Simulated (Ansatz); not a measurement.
Z-matrix (Å, degrees):
```
Si
C 1 1.8971
H 2 1.1046 1 108.27
H 2 1.1053 3 105.44 1 115.32
C 2 1.5347 3 109.89 4 118.69
H 5 1.1021 2 111.59 3 -177.21
H 5 1.1025 6 106.96 2 122.24
H 5 1.1026 6 107.18 7 114.67
C 1 1.8979 2 109.42 3 176.84
H 9 1.1049 1 108.00 2 56.28
H 9 1.1054 10 105.55 1 115.29
C 9 1.5349 10 109.79 11 118.61
H 12 1.1023 9 111.61 10 -177.73
H 12 1.1024 13 107.04 9 122.27
H 12 1.1026 13 107.15 14 114.69
C 1 1.8987 2 109.35 3 58.44
H 16 1.1051 1 107.93 2 178.87
H 16 1.1062 17 105.31 1 113.60
C 16 1.5346 17 109.83 18 118.13
H 19 1.1017 16 111.62 17 59.78
H 19 1.1024 20 107.07 16 -122.56
H 19 1.1026 20 107.08 21 -114.66
C 1 1.9013 2 109.66 3 -64.40
H 23 1.1050 1 108.04 2 169.68
H 23 1.1056 24 105.25 1 -114.09
C 23 1.5350 24 110.04 25 -117.97
H 26 1.1013 23 111.87 24 -62.31
H 26 1.1022 27 106.90 23 122.37
H 26 1.1027 27 107.17 28 114.63
```
Charge 0, multiplicity 1.

Calculation: frozen-core CCSD(T)/cc-pVDZ // B3LYP-D3(BJ)/def2-SVP (Ansatz, a program for electronic structure).

```yaml
HF energy: -603.56188 Ha
MP2 correlation energy: -1.27302 Ha
```

Problem. Estimate the CCSD correlation energy, the (T) correction, the total energy and the T1 diagnostic.

Solution. 
```
Property                        Result
-----------------------  -------------
CCSD correlation energy    -1.40216 Ha
(T) correction             -0.04251 Ha
CCSD(T) total energy     -605.00655 Ha
T1 diagnostic                    0.008
```
